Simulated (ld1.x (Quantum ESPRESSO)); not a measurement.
## Before and after: ultrasoft potential for O

| Quantity | Value |
| --- | --- |
| Element | O (Z = 8) |
| Generator | ld1.x (Quantum ESPRESSO) 7.5 |
| Type | ultrasoft |
| Functional | PBE |
| Relativity | non-relativistic |
| Frozen core | [He] |
| Valence charge | 6 |
| Reference configuration | 2s2 2p3 (charge +1) |
| Partial waves | 2s (bound): rcut 0.50, rcutus 0.60 bohr; 2s channel at 2.35 Ry: rcut 0.50, rcutus 0.60 bohr; 2p (bound): rcut 1.10, rcutus 1.45 bohr; 2p channel at 1.05 Ry: rcut 1.10, rcutus 1.45 bohr |
| Local potential | all-electron potential smoothed inside 1.25 bohr (lloc = -1) |
| Core correction | Bessel-smoothed model core, default radius (core density twice the valence density) |
| Augmentation charge | built from norm-conserving waves at rcut, not smoothed further |

Change: waves 2s (bound): rcut 0.50, rcutus 0.74 bohr; 2s channel at 2.35 Ry: rcut 0.50, rcutus 0.74 bohr.

Cutoffs: the cutoffs (Ry, on a coarse ladder) from which the occupation-weighted sum of valence levels, in a spherical-Bessel basis at the reference potential, stays within 10 and 1 mRy of its value at 400 Ry; they do not see the model core or the augmentation charge, which bear on the density cutoff. Errors are all-electron minus pseudo energies relative to the spin-unpolarised reference configuration.

Task: What does the change do?

Result: The potential gets softer (100 Ry and 140 Ry → 60 Ry and 90 Ry); the errors of the 7 common tests hardly move; neither file shows a bound ghost. A larger radius leaves more room for a smooth pseudo-wave, so fewer plane waves are needed.

```tsv
quantity	base	changed
cutoff, loose	100 Ry	60 Ry
cutoff, tight	140 Ry	90 Ry
loose cutoff by channel (10 mRy a level)	s 90 Ry, p 30 Ry	s 50 Ry, p 30 Ry
bound ghosts	none	none
error for 2s2 2p4, meV [ΔE -16.44 eV]	-1.9	-1.9
error for 2s2 2p2, meV [ΔE 33.59 eV]	+28	+28
error for 2s2 2p1, meV [ΔE 87.47 eV]	+190	+191
error for 2s2 2p0, meV [ΔE 164.37 eV]	+525	+529
error for 2s1 2p4, meV [ΔE 15.17 eV]	+21	+21
error for 2s1 2p5, meV [ΔE -1.54 eV]	+32	+32
error for 2s0 2p6, meV [ΔE 13.39 eV]	+99	+99
s: phases at 1.59 bohr within 0.05 rad from the reference energy up to (Ry; the scan ends near 5)	to the end of the scan	to the end of the scan
p: phases at 1.59 bohr within 0.05 rad from the reference energy up to (Ry; the scan ends near 5)	2.5	2.5
lowest overlap eigenvalue by channel	s 0.76, p 0.63	s 0.68, p 0.63
```
